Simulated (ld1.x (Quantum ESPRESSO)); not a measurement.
u(r) = r·R(r): atom against pseudo-atom (silicon (Si))

Columns: radius, all-electron u(r) and pseudo u(r) of the 3s shell (level -10.81 eV) of silicon in the configuration [Ne] 3s2 3p2; PBE, scalar-relativistic, TM scheme, ld1.x (Quantum ESPRESSO) 7.5.

| r (bohr) | all-electron | pseudo |
| --- | --- | --- |
| 0.113 | 0.0930 | 0.0312 |
| 0.226 | -0.1878 | 0.0638 |
| 0.339 | -0.3286 | 0.0991 |
| 0.452 | -0.3151 | 0.1385 |
| 0.565 | -0.2078 | 0.1834 |
| 0.678 | -0.0583 | 0.2350 |
| 0.791 | 0.1004 | 0.2941 |
| 0.904 | 0.2498 | 0.3602 |
| 1.017 | 0.3805 | 0.4316 |
| 1.130 | 0.4890 | 0.5048 |
| 1.243 | 0.5753 | 0.5748 |
| 1.356 | 0.6410 | 0.6362 |
| 1.469 | 0.6882 | 0.6844 |
| 1.582 | 0.7186 | 0.7169 |
| 1.695 | 0.7345 | 0.7341 |
| 1.808 | 0.7381 | 0.7381 |
| 1.921 | 0.7317 | 0.7317 |
| 2.034 | 0.7173 | 0.7173 |
| 2.147 | 0.6966 | 0.6966 |
| 2.260 | 0.6712 | 0.6712 |
| 2.373 | 0.6424 | 0.6424 |
| 2.486 | 0.6114 | 0.6114 |
| 2.599 | 0.5789 | 0.5789 |
| 2.712 | 0.5459 | 0.5459 |
| 2.825 | 0.5128 | 0.5128 |
| 2.938 | 0.4801 | 0.4801 |

Question: How many radial nodes do the two functions have?

Answer: The all-electron 3s function has n − l − 1 = 2; the pseudo-wave has 0, since the states of the same l below it are removed with the core.

Question: At about which radius was the pseudo-wave matched?

Answer: 1.95 bohr. The columns agree to 0.0005 from 1.70 bohr on; several derivatives are matched, so the curves merge somewhat inside the radius.

Question: Is the pseudo-wave norm-conserving?

Answer: Yes: the TM scheme keeps the norm inside the radius equal to the all-electron one, which fixes the energy derivative of the logarithmic derivative at the level.
